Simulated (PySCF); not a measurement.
Species: [W(Cl)6] (charge 0, multiplicity 1).

What is the computed charge on the central atom (Mulliken), HOMO–LUMO gap and LUMO (PBE-D3(BJ)/def2-TZVP // r2SCAN-D4/def2-SVP run with PySCF 2.14.0)?


```
Item                                      Value
-------------------------------------  --------
charge on the central atom (Mulliken)    0.88 e
HOMO–LUMO gap                           2.13 eV
LUMO                                   -5.71 eV
```
